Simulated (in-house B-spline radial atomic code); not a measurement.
Atomic self-consistent-field run: the gallium ion Ga⁶⁺ (an excited or competing configuration). Computed with an all-electron radial atomic-structure program (B-spline basis): scalar-relativistic (X2C) LC-wPBE, spin-polarised, spherical fractional occupations, exact exchange averaged over the configuration, Fermi nucleus of rms radius 3.9973 fm.

Command:
```bash
python run_scf.py task.json out
```
Settings (nuclear radius in fm, mass in u):
```
Z                31
configuration    [Ne] 3s2 3p5 3d7 4d1
hamiltonian      x2c
method           lc_wpbe
spin_polarised   True
nucleus          fermi
rms_radius       3.9973
atomic_mass      68.92557
speed_of_light   137.035999084
exact_exchange   averaged over the configuration
```

Output (hartree, bohr):
```
 radial grid: 67 intervals, B-splines of order 8, outer radius 15.5224 bohr

 iter        energy (Eh)    residual
    1       -1900.537526    1.17e+00
    2       -1917.560503    7.90e-01
    3       -1925.056769    2.24e-01
    4       -1925.821314    5.71e-02
    5       -1925.858664    3.28e-02
    6       -1925.874638    3.16e-03
    7       -1925.874727    3.13e-04
    8       -1925.874728    1.99e-05
    9       -1925.874728    1.12e-06
   10       -1925.874728    3.17e-08

 total energy                     -1925.87473
 kinetic                            1964.3773
 electron-nucleus                  -4526.7629
 Hartree                             707.2518
 exact exchange                       -4.7968
 exchange-correlation                -65.9442

 orbital      occ     eigenvalue          <r>       <r^2>       <1/r>       r_max
 1s up      1.000      -381.0599    0.0482232  0.00314143      31.895     0.03135
 1s down    1.000      -381.0357    0.0482207  0.00314108     31.8963     0.03135
 2s up      1.000       -51.8040     0.217488   0.0558625     6.94391      0.1823
 2s down    1.000       -51.6828     0.217181   0.0556913     6.95351      0.1822
 2p up      3.000       -45.7975     0.190565   0.0445222     6.72426      0.1463
 2p down    3.000       -45.6925     0.190265   0.0443634     6.73195      0.1463
 3s up      1.000       -10.5054     0.626845    0.450634      2.2919      0.5557
 3s down    1.000       -10.2439     0.629885    0.455192     2.27736      0.5569
 3p up      3.000        -8.6527     0.639694    0.476811     2.14876      0.5538
 3p down    2.000        -8.3939     0.643902    0.483426     2.13303      0.5555
 3d up      5.000        -5.6151     0.652038    0.514804     1.90883      0.4993
 3d down    2.000        -5.3645     0.661218    0.531315     1.89029      0.5028
 4d up      1.000        -2.2007      1.97466      4.4355    0.668661       1.827
```

Cost of the run: 0.97 s on 1 thread of Arm Neoverse N1, with other jobs on the host.

One-electron X2C: radii and densities carry no picture-change correction, so inner-shell <1/r> comes out high (for 1s by about 2 % at Z = 33, 5 % at 54, 10 % at 75, 30 % at 118) and <r> low.
